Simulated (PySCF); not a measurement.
## Working with the constants of AlGe

UHF-CCSD(T) constants of AlGe, ⁴Σ⁻ (quartet), unpaired electrons σ ↑, π ↑↑ (Al 6-311G(d,p), Ge 6-311G(d,p); no relativity (PySCF 2.14); masses 26.9815 and 73.9212 u):

```
ωe              : 305.7 cm⁻¹
ωexe            : 1.25 cm⁻¹
Be              : 0.13838 cm⁻¹
αe              : 0.000809 cm⁻¹
D (centrifugal) : 1.13e-07 cm⁻¹
De to Al + Ge   : 2.22 eV
```

Give the vibrational terms G(v) and spacings up to v = 6.

G(v) = ωe(v+½) − ωexe(v+½)².

```csv
v,G(v) (cm⁻¹),G(v) − G(v−1),Bv (cm⁻¹)
0,152.5,,0.1380
1,455.7,303.2,0.1372
2,756.4,300.7,0.1364
3,1054.6,298.2,0.1355
4,1350.3,295.7,0.1347
5,1643.5,293.2,0.1339
6,1934.2,290.7,0.1331
```

How well does the Morse estimate ωe²/(4ωexe) reproduce De, and what is D0?

It gives 2.32 eV, 104 % of the computed De. D0 = De − G(0) = 2.22 − 0.02 = 2.20 eV.

Correlated steps freeze 14 core orbitals. Spin–orbit coupling is left out. The state was picked by a PBE0 search and need not be the measured ground state.
